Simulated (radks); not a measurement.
Results of a calculation; reference values are marked as such.
Problem. Neutral silicon, configuration [Ne] 3s2 3p2. Code: a radial shooting solver on a logarithmic mesh with Libxc functionals. Model: non-relativistic Kohn-Sham, r2SCAN, spin-polarised, spherical densities, point nucleus; open shells are filled with parallel spins first; meta-GGA in the generalised Kohn-Sham scheme. Some entries of the table are withheld. Estimate them.

orbital,occ.,eigenvalue (hartree),<r> (bohr)
1s up,1,-65.86475,0.1116
1s down,1,-65.85733,0.1116
2s up,1,-5.24231,0.5672
2s down,1,-5.23724,0.5675
2p up,3,(1),0.5370
2p down,3,(2),0.5370
3s up,1,-0.43807,(3)
3s down,1,-0.35655,(4)
3p up,2,-0.17807,(5)
3p down,0,-0.09816,(6)

Solution. 
(1) 2p up eigenvalue (hartree): -3.58564
(2) 2p down eigenvalue (hartree): -3.57626
(3) 3s up <r> (bohr): 2.192
(4) 3s down <r> (bohr): 2.184
(5) 3p up <r> (bohr): 2.725
(6) 3p down <r> (bohr): 2.721
